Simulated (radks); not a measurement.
Ionisation ladder of hafnium, from Hf I to Hf XIII. Each ion is in the ground configuration listed by NIST, and IE = E(next ion) - E(this ion). Calculated with a radial shooting solver on a logarithmic mesh with Libxc functionals: Dirac Kohn-Sham, LDA (Slater exchange, Perdew-Wang correlation), spin-unpolarised, spherical densities, finite nucleus; open shells fill j = l - 1/2 first; Fermi nuclear charge, rms radius 5.347 fm.

species           configuration  IE, Delta-SCF (eV)  <r> HOMO (bohr)
Hf I          [Xe] 4f14 5d2 6s2                   ?             2.44
Hf II         [Xe] 4f14 5d1 6s2              15.594             2.13
Hf III            [Xe] 4f14 5d2                   ?             2.08
Hf IV             [Xe] 4f14 5d1              33.542             1.91
Hf V                  [Xe] 4f14              69.144            0.675
Hf VI                 [Xe] 4f13                   ?            0.648
Hf VII   [Kr] 4d10 4f13 5s2 5p5              117.11            0.642
Hf VIII  [Kr] 4d10 4f13 5s2 5p4              134.75            0.635
Hf IX    [Kr] 4d10 4f13 5s2 5p3              152.83            0.629
Hf X     [Kr] 4d10 4f13 5s2 5p2              175.55            0.623
Hf XI    [Kr] 4d10 4f12 5s2 5p2              205.41            0.604
Hf XII   [Kr] 4d10 4f12 5s2 5p1                   ?            0.599
Hf XIII      [Kr] 4d10 4f12 5s2              253.89            0.593

Estimate the withheld Delta-SCF values.

Answer. Hf I: 6.932 eV (NIST 6.825); Hf III: 22.367 eV (NIST 22.55); Hf VI: 99.964 eV (NIST 98); Hf XII: 225.87 eV (NIST 230).

Beside tabulated values, note that spin-unpolarised runs miss the spin-polarisation part of the exchange energy of open shells.
